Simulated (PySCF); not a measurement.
A PySCF script (with the pyscf-properties extension) for the NMR shieldings of `[AlH]([CH]=C)[F]`, C₂H₄AlF, on a GFN2-xTB geometry:

```python
import basis_set_exchange as bse
import numpy as np
from pyscf import gto, dft
from pyscf.prop import nmr

atoms = """
C    -1.331830    0.246839    0.235357
C    -0.394515   -0.662949   -0.029654
Al    1.430528    0.059500   -0.215800
F     2.801134   -0.796475   -0.540573
H    -2.380407    0.013028    0.366343
H    -1.069921    1.293047    0.333741
H    -0.701132   -1.705712   -0.121263
H     1.655200    1.562135   -0.052716
"""
names = dict.fromkeys(["C", "Al", "F", "H"], "pcSseg-1")
basis = {el: gto.basis.parse(bse.get_basis(n, elements=[el], fmt="nwchem")) for el, n in names.items()}
mol = gto.M(atom=atoms, basis=basis, charge=0, verbose=0)
mf = dft.RKS(mol, xc="PBE0")
mf.grids.level = 2
mf.grids.alignment = dft.numint.BLKSIZE   # the property module wants whole blocks of grid points
mf.conv_tol = 1e-9
mf.kernel()

calc = nmr.RKS(mf)   # GIAO
C = mf.mo_coeff
Co = C[:, mf.mo_occ > 0]
resp = mf.gen_response(singlet=True, hermi=2)
def vind(x):   # induced exchange potential for any number of trial vectors
    d = np.einsum("pi,xij,qj->xpq", C, 2 * x.reshape(-1, C.shape[1], Co.shape[1]), Co, optimize=True)
    return np.einsum("xpq,pi,qj->xij", resp(d - d.transpose(0, 2, 1)), C, Co, optimize=True).ravel()
mo1, _ = nmr.rhf.solve_mo1(calc, with_cphf=vind)
sigma = calc.kernel(mo1)
for i, s in enumerate(sigma):   # ppm
    w = np.linalg.eigvalsh((s + s.T) / 2)
    print("%2d %-2s iso %8.1f  s11 %8.1f  s22 %8.1f  s33 %8.1f" % (i, mol.atom_pure_symbol(i), w.mean(), *w))
```

Q: Give the expected output.

A: 
```
 0 C  iso     30.6  s11   -110.4  s22     31.1  s33    171.3
 1 C  iso     37.4  s11    -75.2  s22      7.3  s33    180.1
 2 Al iso    391.0  s11    347.7  s22    350.6  s33    474.9
 3 F  iso    306.8  s11    197.0  s22    347.7  s33    375.8
 4 H  iso     24.5  s11     21.1  s22     24.6  s33     27.6
 5 H  iso     25.0  s11     20.9  s22     25.2  s33     29.0
 6 H  iso     24.9  s11     22.3  s22     25.4  s33     27.0
 7 H  iso     27.3  s11     23.8  s22     25.4  s33     32.5
```

These numbers come from an equivalent density-fitted implementation of the same equations, which agrees with the script to about 0.01 ppm for H and up to a few tenths of a ppm for heavy atoms, so last digits may differ.

Size and cost of the density-fitted run: 95 basis functions, 9.5 s wall time on 1 thread of an Arm Neoverse N1, shared host; peak memory 0.41 GiB.
